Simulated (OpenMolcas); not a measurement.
A calculation on Te⁴⁺.

```yaml
Program: OpenMolcas 26.06
Method: "MS-CASPT2, IPEA 0.25 Eh, imaginary shift 0.1 Eh (closed shells correlated: 4d)"
Basis: ANO-RCC-VQZP [8s7p5d3f2g]
Scalar_Hamiltonian: DKH2, point nucleus
Active_space: 2 electrons in 8 orbitals (5s 5p 6s 6p)
State_averaging: 2S+1 = 3 even, 3 roots; 2S+1 = 1 even, 7 roots; 2S+1 = 3 odd, 3 roots; 2S+1 = 1 odd, 3 roots
Spin-orbit_coupling: RASSI with atomic mean-field integrals over the reference wave functions, term energies averaged over their components
```

(1) Which level of the active space comes out lowest?

(2) How high does 5s 5p 3P* 1 lie?

(3) How high does 5s 5p 3P* 2 lie?

(4) How high does 5p2 3P1 lie?

(5) The level at 182510 cm-1 has J = 2. What is it made of, and what is its g factor?

Measured values: Moore, Atomic Energy Levels, vol. III, NSRDS-NBS 35 (1971 reprint of NBS Circular 467, 1958).

## Answers

(1) 5s2 1S0, with 100 % of that term; it is also the measured ground level.

(2) 78100 cm-1 above the lowest level.

(3) 84730 cm-1 above the lowest level.

(4) 181770 cm-1 above the lowest level; measured 182419 cm-1 above the ground level, so the calculation is off by 0 %.

(5) 60 % 5p2 1D2, 40 % 5p2 3P; g = 1.199, against 1.000 from Landé's formula for the pure leading term.

Term energies are means over components that CASPT2 splits; among the terms shown or strongly mixed into the levels shown the widest spread is 230 cm-1 (5p2 1D). Over all roots computed the reference weight is 0.88 to 0.95; the roots of lowest weight are the least certain, and an intruder state may touch them. Active for correlation alone: 6p 6s; no level in the range computed is led by a configuration that fills them, so any true level of that kind is missing. The ¹D term of p² mixes with s d, which this space lacks. Computed and measured levels are paired by configuration, term and J; levels that our copy of the source lacks, or whose pairing is in doubt (as where it misses far off the trend of its configuration), stay unpaired and out of the deviations. Levels of configurations outside the active space are missing.

* marks odd parity.
